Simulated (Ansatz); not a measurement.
CdI, doublet, geometry from GFN2-xTB (such geometries of metal compounds can be far from the true shape) (the spin is typed, not shown lowest) (core potentials on Cd, I); B97M-V/def2-SVP (Ansatz, a quantum-chemistry and plane-wave program).

Input for Ansatz:
Ansatz 0.2 input:
```yaml
crystal:
  periodic: [false, false, false]
  atoms:
    - {symbol: Cd, position_ang: [-0.00000000, -0.00000000, -1.49381317]}
    - {symbol: I, position_ang: [0.00000000, 0.00000000, 1.35288740]}
basis:
  gaussian:
    orbitals: def2-SVP
hamiltonian:
  xc: {name: B97M-V}
magnetization: {spin_polarized: true, initial_magnetization: 1}
```

Output, abridged:

```
Functional definition: B97M-V
624 factors; their error is unknown
mean field evaluation 1: about -12663.9978 eV, gradient 1.1e1 eV
mean field evaluation 2: about -12653.6156 eV, gradient 3.4e1 eV
mean field evaluation 4: about -12665.1394 eV, gradient 1.9e0 eV
mean field evaluation 8: about -12665.1598 eV, gradient 2.9e-2 eV
mean field evaluation 16: about -12665.1555 eV, gradient 1.2e-5 eV
mean field -12665.15549917 eV, -465.4358798439 hartree, gradient 1.2e-5 eV, S^2 0.752560; 3 other end points of the search recorded, 0 dependent functions left out
reference -12665.15554228 eV, -465.4358814282 hartree; 23, 22 occupied and 34, 35 virtual orbitals, 624 factors
Total energy: -12665.15554228 eV, -465.4358814282 hartree
```
